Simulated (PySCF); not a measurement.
wavenumber (cm⁻¹), absorption (km/mol per cm⁻¹) and a bar:
```
        0      0.006 
       36      0.007 
       72      0.008 
      108      0.009 
      143      0.011 
      179      0.013 
      215      0.016 
      251      0.020 
      287      0.026 
      323      0.036 
      359      0.054 #
      395      0.094 #
      430      0.211 ###
      466      0.692 ##########
      502      0.590 #########
      538      0.247 ####
      574      0.245 ####
      610      0.498 #######
      646      1.651 #########################
      681      1.060 ################
      717      0.325 #####
      753      0.146 ##
      789      0.083 #
      825      0.054 #
      861      0.038 
      897      0.029 
      932      0.023 
      968      0.019 
     1004      0.016 
     1040      0.014 
     1076      0.012 
     1112      0.011 
     1148      0.010 
     1184      0.010 
     1219      0.010 
     1255      0.009 
     1291      0.010 
     1327      0.010 
     1363      0.010 
     1399      0.011 
     1435      0.012 
     1470      0.014 
     1506      0.016 
     1542      0.019 
     1578      0.024 
     1614      0.031 
     1650      0.042 #
     1686      0.060 #
     1721      0.094 #
     1757      0.170 ##
     1793      0.387 ######
     1829      1.289 ###################
     1865      2.017 ##############################
     1901      0.573 ########
     1937      0.221 ###
     1973      0.114 ##
     2008      0.069 #
     2044      0.046 #
     2080      0.033 
     2116      0.025
```

This is the computed harmonic infrared spectrum of quintet MoHF, Lorentzian lines of 53 cm⁻¹ full width. All numbers come from PySCF, UPBE0, basis Mo def2-TZVP with ECP28, H def2-TZVP, F def2-TZVP (scalar-relativistic core potentials, no spin–orbit coupling, density fitting).

Q: Which bands make it up, and how are they assigned?

A: In Cs symmetry, counting bands above 1 % of the strongest: 481 cm⁻¹ (a', bend, 72 km/mol); 657 cm⁻¹ (a', stretch, 161 km/mol); 1854 cm⁻¹ (a', stretch, 199 km/mol).

This need not be the most stable arrangement of these atoms. With open d or f shells other occupations or spin states may lie lower.
